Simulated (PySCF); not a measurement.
Question: Write Cartesian coordinates for `c1cc(c[se]1)[SiH3]` as optimised with LC-wPBE/def2-SV(P).

Answer: 
```xyz
12
C4H6SeSi angstrom
Si    -1.9411    0.1229   -0.1819
C     -0.1024   -0.1436    0.0107
C      0.8868    0.9022   -0.0502
C      2.1706    0.4920    0.1160
Se     2.2787   -1.3253    0.3777
C      0.4470   -1.3745    0.2282
H     -2.6404   -1.1880   -0.0430
H     -2.2599    0.7056   -1.5197
H     -2.4562    1.0633    0.8579
H      0.6305    1.9522   -0.2181
H      3.0622    1.1207    0.1045
H     -0.0911   -2.3209    0.3136
```

Orientation and origin are arbitrary. Atoms count from 1 in this order. The 6 heavy atoms lie in one plane (0.000 Å rms). The 5-membered ring C2–C3–C4–Se5–C6 has internal angles of 87.5° to 115.1° (sum 540°, against 540° for a flat polygon); it is planar, 0.00 Å rms from its mean plane, widest ring torsion 0°. Si1 (SiH3 silicon) is tetrahedral (angles from 107.7° to 111.0°). The C–C distances run from 1.358 Å (C3–C4, aromatic) to 1.441 Å (C2–C3, aromatic), a spread of 0.083 Å.

Bonds between heavy atoms (Å): Si1–C2 1.868, C2–C3 1.441, C3–C4 1.358, C4–Se5 1.839, Se5–C6 1.838, C2–C6 1.365.

Computed, not measured: PySCF 2.14.0, LC-wPBE/def2-SV(P) geometry optimisation, gas phase.

Point group: Cs (every atom within 0.08 Å of its image). Stationary, but not proved a minimum.

On Arm Neoverse V2, one thread, no GPU, on a shared host, this took 2.0 min and 0.61 GiB of memory at its peak. This is the geometry optimisation.
